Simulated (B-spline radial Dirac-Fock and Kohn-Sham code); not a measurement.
Calculated with a radial atomic solver, using ΔSCF Dirac-Fock with Breit, self-energy and vacuum polarisation, finite nucleus, configuration average. K edges are those of the screened (neutral excited atom) model, which lie within a few eV to tens of eV of tabulated edges.

An X-ray tube with a thulium target emits Kα1 at 50738.6 eV and Kβ1 at 57502.5 eV. K edges of lighter neighbours: Gd 50241.8 eV, Tb 51991.4 eV, Dy 53782.8 eV, Ho 55611.7 eV, Er 57477.6 eV.

**Question.** Which of these can serve as a Kβ filter, and which fluoresce under Kα1?

**Answer.** A Kβ filter needs its edge between the two lines: Tb, Dy, Ho, Er. Kα1 lies above the K edges of Gd, which therefore fluoresce.

An X-ray tube with a rhodium target emits Kα1 at 20214.3 eV and Kβ1 at 22720.3 eV. K edges of lighter neighbours: Zr 17998.0 eV, Nb 18984.3 eV, Mo 19999.6 eV, Tc 21044.5 eV, Ru 22116.2 eV.

**Question.** Which of these can serve as a Kβ filter, and which fluoresce under Kα1?

**Answer.** A Kβ filter needs its edge between the two lines: Tc, Ru. Kα1 lies above the K edges of Zr, Nb, Mo, which therefore fluoresce.

An X-ray tube with a xenon target emits Kα1 at 29776.3 eV and Kβ1 at 33620.2 eV. K edges of lighter neighbours: In 27940.8 eV, Sn 29199.7 eV, Sb 30489.9 eV, Te 31811.5 eV, I 33164.9 eV.

**Question.** Which of these can serve as a Kβ filter, and which fluoresce under Kα1?

**Answer.** A Kβ filter needs its edge between the two lines: Sb, Te, I. Kα1 lies above the K edges of In, Sn, which therefore fluoresce.
